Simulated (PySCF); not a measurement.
**Fractional electron number in Ta²⁺ (tantalum, charge +2)**

The 5d alpha orbital of [Xe] 4f14 5d3 is emptied in steps (occupation f), with all orbitals relaxed, ending at [Xe] 4f14 5d2. Calculation: PySCF 2.14, in aug-cc-pVDZ-PP with ECP60MDF (5s5p4d2f, 54 functions); scalar relativity through the core potential. The exact energy is a straight line in f; departures are measured from the line between the end points of the same method.

Problem. Among UHF, LDA, PBE, which shows the largest delocalisation error (convex curve), and which is closest to linear?

Solution. Most convex: LDA (-1.321 eV at f = 0.5); closest to linear: UHF (0.144 eV).

```
  f  UHF (eV)  LDA (eV)  PBE (eV)
  1     0.000     0.000     0.000
0.9     0.054    -0.471    -0.462
0.7     0.124    -1.105    -1.082
0.5     0.144    -1.321    -1.293
0.3     0.119    -1.114    -1.090
0.1     0.050    -0.479    -0.469
  0     0.000     0.000     0.000
```

| method | E(f=0) − E(f=1) (eV) | −ε at f=1 (eV) | −ε at f=0.5 (eV) |
| --- | --- | --- | --- |
| UHF | 23.445 | 24.054 | 23.430 |
| LDA | 24.633 | 19.415 | 24.605 |
| PBE | 24.546 | 19.427 | 24.524 |

Reference removal energy between the ground levels: 23.1 ± 1.6 eV (theoretical estimate listed by NIST; NIST Atomic Spectra Database, ionization energies). The calculation has no spin-orbit coupling. The determinant left behind need not be the lowest term of the ion. UHF lacks correlation.
